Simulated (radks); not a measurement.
Initial-state core-level shifts of neutral bromine when its valence configuration changes from [Ar] 3d10 4s2 4p5. All-electron calculation, Dirac Kohn-Sham, PBEsol, spin-unpolarised, spherical densities, finite nucleus; open shells fill j = l - 1/2 first; Fermi nuclear charge, rms radius 4.1629 fm. Program: a radial shooting solver on a logarithmic mesh with Libxc functionals. Shifts are changes of the shell-averaged eigenvalues in eV (positive: less bound); the change of the density at the nucleus, which sets a Mossbauer isomer shift, is in e/bohr^3, on a base of 4.429e+04.

| valence | 1s | 2s | 2p | 3p | density at nucleus |
|---|---|---|---|---|---|
| 3d10 4s1.5 4p5.5 | -0.844 | -0.820 | -0.816 | -0.822 | -17.186 |
| 3d9.5 4s2 4p5.5 | -7.443 | -8.280 | -8.216 | -6.222 | +9.164 |
| 3d10 4s1 4p6 | -1.669 | -1.622 | -1.614 | -1.626 | -34.772 |
| 3d9 4s2 4p6 | -15.099 | -16.813 | -16.685 | -12.524 | +18.637 |
